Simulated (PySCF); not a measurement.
## Er(57+) (erbium, charge +57): UHF calculation

Configuration: [Ne] 3s1, 2S determinant. Computed with PySCF 2.14 in an uncontracted even-tempered set (17 s from 15 bohr⁻², ratio 2.5; 12 p from 19 bohr⁻², ratio 2.5; 4 d from 69 bohr⁻², ratio 2.7; 4 f from 100 bohr⁻², ratio 2.7), with the spin-free X2C one-electron Hamiltonian (Gaussian nucleus).

```json
{
 "Total energy": "-9392.487576 hartree",
 "One-electron energy": "-10061.1481 hartree",
 "Hartree (Coulomb) energy": "798.3609 hartree",
 "Exchange energy": "-129.7004 hartree",
 "⟨S²⟩": "0.7500",
 "⟨L²⟩": "0.000",
 "Sum of ⟨r⟩": "0.8597 bohr",
 "Sum of ⟨r²⟩": "0.1064 bohr²"
}
```

```json
{"shell": "1s α", "electrons": "1", "mean orbital energy (hartree)": "-2293.16838", "rms radius, mean of both spins (bohr)": "0.0231"}
{"shell": "1s β", "electrons": "1", "mean orbital energy (hartree)": "-2292.68611", "rms radius, mean of both spins (bohr)": "0.0231"}
{"shell": "2s α", "electrons": "1", "mean orbital energy (hartree)": "-520.73712", "rms radius, mean of both spins (bohr)": "0.0917"}
{"shell": "2s β", "electrons": "1", "mean orbital energy (hartree)": "-520.19651", "rms radius, mean of both spins (bohr)": "0.0917"}
{"shell": "2p α", "electrons": "3", "mean orbital energy (hartree)": "-480.64635", "rms radius, mean of both spins (bohr)": "0.0825"}
{"shell": "2p β", "electrons": "3", "mean orbital energy (hartree)": "-480.43925", "rms radius, mean of both spins (bohr)": "0.0825"}
{"shell": "3s α", "electrons": "1", "mean orbital energy (hartree)": "-213.78216", "rms radius, mean of both spins (bohr)": "0.218"}
```

Spin-orbit coupling, which splits the p, d and f shells strongly at this Z, is absent.

Densities and radii are taken from the X2C orbitals without a picture-change correction, which distorts them close to the nucleus.
